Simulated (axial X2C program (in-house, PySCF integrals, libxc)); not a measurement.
# Which molecule has these constants?

Calculated with an in-house all-electron X2C program for linear molecules (integrals from PySCF), spin-free (one-electron X2C) or two-component (2c: spin–orbit coupling with atomic mean-field Coulomb and Gaunt terms, which also bring small scalar terms), in Dyall basis sets with cores contracted in-house; open shells are unrestricted.

A two-component PBE0 calculation in a Dyall 3-zeta basis gave Re = 1.692 Å, ωe = 990.9 cm⁻¹, De = 6.24 eV, Ω = 0.

**Question.** Which molecule is it?
A. GeBr⁺
B. CBr⁺
C. SiBr⁺
D. SnBr⁺

**Answer.** B. The others have GeBr⁺ 2.200 Å and 368.0 cm⁻¹ (Ω = 0); SiBr⁺ 2.113 Å and 529.4 cm⁻¹ (Ω = 0); SnBr⁺ 2.400 Å and 300.2 cm⁻¹ (Ω = 0).

Each entry is the lowest single determinant of a limited PBE0 search at one distance. De goes to single-determinant-based atoms at the same level (for ions the charge split of lowest energy) and is withheld (n/a) where an atom does not fit its ground term or J level. Main or longest-lived isotopes. Some light 2c atoms are not at their ground J level, so De misses part of their lowering (0.04 eV or less). The functionals have no current term, which raises determinants with orbital currents.
